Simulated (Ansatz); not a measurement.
Born–Oppenheimer molecular dynamics of H₄OSn (6 atoms, charge 0, multiplicity 1). It starts from a relaxed structure.

Level of theory: RKS BHLYP/def2-SVP (Ansatz).

```json
{
  "ensemble": "NVT, Nosé–Hoover chain",
  "time step": "0.5 fs",
  "steps asked": "250",
  "set temperature": "700 K",
  "thermostat": "time constant 100 fs, chain length 1",
  "seed": "289315"
}
```

First frame:

```xyz
6
Properties=species:S:1:pos:R:3
Sn -0.067 -0.036 -0.008
H 0.075 -0.062 1.694
O 1.747 -0.053 -0.801
H 2.276 -0.817 -0.585
H -0.729 1.419 -0.578
H -0.928 -1.404 -0.562
```

(1) How far do the bonds stretch over the last three quarters of this one trajectory? (Pairs bonded in most of those frames.)

## Answers

(1) 
| bond | mean (Å) | spread (Å) | shortest | longest |
| --- | --- | --- | --- | --- |
| Sn1–H2 | 1.720 | 0.095 | 1.57 | 1.86 |
| Sn1–O3 | 1.983 | 0.006 | 1.97 | 1.99 |
| Sn1–H5 | 1.714 | 0.034 | 1.65 | 1.77 |
| Sn1–H6 | 1.708 | 0.010 | 1.69 | 1.73 |
| O3–H4 | 0.958 | 0.007 | 0.95 | 0.97 |

Mean temperature of the second half: 518 K. The conserved energy stayed within 0.32 meV per atom of its start (net change 0.15 meV per atom), so the integration is sound. The mean temperature of the second half is 26 % below the set value. A run of 0.12 ps of so small a system gives no equilibrium averages.

The run took 9.4 min on 1 thread of Intel(R) Xeon(R) Platinum 8259CL CPU @ 2.50GHz (Skylake/Cascade Lake), on a shared host, peak memory 0.13 GiB.
